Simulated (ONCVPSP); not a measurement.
Before and after: ONCV potential for carbon

ONCVPSP 4.0.1 input, shortened (lines: element, Z, core and valence counts, functional; n l f; lmax; l rc ep ncon nbas qcut; lloc lpopt rc5 dvloc0; l nproj debl; icmod fcfact rcfact), PBEsol, fully relativistic:

```
  C 6.00    1    2  -116133      upf
    1    0    2.00
    2    0    2.00
    2    1    2.00
    1
    0    1.25    0.00    4    6    5.70
    1    2.50    0.00    3    7    5.30
    4    5    0.80    0.00
    0    1    3.90
    1    3    2.70
    0    0.00    0.00
```

Open shells are filled in proportion to 2j + 1.

Change: p: qcut 5.5.

Cutoffs: the cutoffs (Ha) at which the residual kinetic energy of the hardest occupied pseudo-wave falls to 1 and 0.1 mHa per electron; they do not see the model core or the augmentation charge, which bear on the density cutoff. Errors are all-electron minus pseudo energies relative to the spin-unpolarised reference configuration.

**Question.** How do hardness, ghosts and transferability respond?

**Answer.** The potential gets neither clearly harder nor softer (19 Ha and 44 Ha → 19 Ha and 44 Ha); both files keep a bound ghost (p); the errors of the 4 common tests hardly move; the range in which the p3/2 phases agree narrows (upper end at the end of the scan → 0.8); the range in which the p1/2 phases agree narrows (upper end at the end of the scan → 0.8).

| quantity | base | changed |
| --- | --- | --- |
| cutoff, loose | 19 Ha | 19 Ha |
| cutoff, tight | 44 Ha | 44 Ha |
| loose cutoff by channel | s 19 Ha, p 9.3 Ha | s 19 Ha, p 9.7 Ha |
| bound ghosts | p3/2, p1/2 | p3/2, p1/2 |
| GHOST(+) flags under 300 eV | none | none |
| error for 2s2 2p1, meV [ΔE 10.79 eV] | +96 | +88 |
| error for 2s2 2p0, meV [ΔE 34.81 eV] | +746 | +699 |
| error for 2s1 2p0, meV [ΔE 82.77 eV] | +1467 | +1380 |
| error for 2s2 2p1.5, meV [ΔE 3.93 eV] | +15 | +14 |
| s: phases at 1.27 bohr within 0.05 rad from the reference energy up to (Ha; the scan ends near 5) | 3.2 | 3.2 |
| p3/2: phases at 2.54 bohr within 0.05 rad from the reference energy up to (Ha; the scan ends near 5) | to the end of the scan | 0.8 |
| p1/2: phases at 2.54 bohr within 0.05 rad from the reference energy up to (Ha; the scan ends near 5) | to the end of the scan | 0.8 |

 A true bound ghost makes a file unfit for plane-wave use even where its test errors are small: the radial tests pick states by their node count and pass the ghost by.
